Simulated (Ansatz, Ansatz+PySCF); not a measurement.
| atom | x (Å) | y (Å) | z (Å) |
| --- | --- | --- | --- |
| P | -0.0066 | 0.0061 | -0.9499 |
| P | -0.0068 | -0.0030 | 0.9388 |

Basis set: def2-SVP (spherical functions). Left uncorrelated: 10 orbitals. Charge 0, multiplicity 1.

Computed with Ansatz (development build ahead of 0.2.0); each method stands on the lowest determinant of its kind that the runs found. Restricted open shells among the atoms or ions are ROHF, correlated in semicanonical orbitals with singles.

The atomization energy at this shape (free ground-state atoms in the same class of orbitals less the molecule, no zero-point energy) of singlet P2:

| method | atomization energy |
| --- | --- |
| RHF-CCSD(T) | 387.6 kJ/mol |
| RHF-CCSD | 355.9 kJ/mol |
| UHF-CCSD(T) | 382.1 kJ/mol |
| UHF-CCSD | 352.6 kJ/mol |
| UHF-MP2 | 314.8 kJ/mol |
| UHF | 154.1 kJ/mol |
| RHF | 133.5 kJ/mol |

(1) What does RHF-MP2 give?

Answers

(1) 398.7 kJ/mol. Caution for UHF-CCSD(T), UHF-MP2: another reference gives a lower total. Caution for UHF-CCSD(T), UHF-CCSD, UHF-MP2, UHF: the determinant breaks the point group; the unrestricted determinant is spin contaminated.
